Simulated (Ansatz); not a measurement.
`O[SiH](O)[GeH3]` and `O[SiH](O)CCl` differ in one atom or group.

Ansatz, PBE0-D4/def2-TZVP geometries, multiplicity 1. Each molecule was computed in one conformer, which needn't be the lowest.

Scalar relativity is left out up to krypton.

| property | `O[SiH](O)[GeH3]` |
| --- | --- |
| HOMO energy (PBE/def2-TZVPP) / eV | -6.56 |
| HOMO energy (PBE0/def2-TZVPP) / eV | -7.78 |
| HOMO–LUMO gap (PBE/def2-TZVPP) / eV | 5.58 |
| HOMO energy (B3LYP/def2-TZVPP) / eV | -7.59 |
| size of the dipole moment (PBE/def2-TZVPP) / D | 2.11 |
| size of the dipole moment (ωB97M-V/def2-TZVPP) / D | 2.20 |

Task: Give the same properties after the change, and the shifts. (An estimate is asked.)

Result: Ansatz gave: 
| property | `O[SiH](O)CCl` | shift |
| --- | --- | --- |
| HOMO energy (PBE/def2-TZVPP) / eV | -6.65 | -0.09 |
| HOMO energy (PBE0/def2-TZVPP) / eV | -8.05 | -0.27 |
| HOMO–LUMO gap (PBE/def2-TZVPP) / eV | 5.73 | 0.15 |
| HOMO energy (B3LYP/def2-TZVPP) / eV | -7.83 | -0.24 |
| size of the dipole moment (PBE/def2-TZVPP) / D | 1.53 | -0.58 |
| size of the dipole moment (ωB97M-V/def2-TZVPP) / D | 1.55 | -0.65 |

With PBE0 the HOMO falls by 0.27 eV and the LUMO rises by 0.27 eV, so the gap widens by about 0.54 eV. PBE moves the HOMO by -0.09 eV and ωB97M-V by -0.46 eV. Dipoles are sizes alone; their direction can turn.

B3LYP here is the variant with VWN-RPA as its local correlation; programs differ in this.
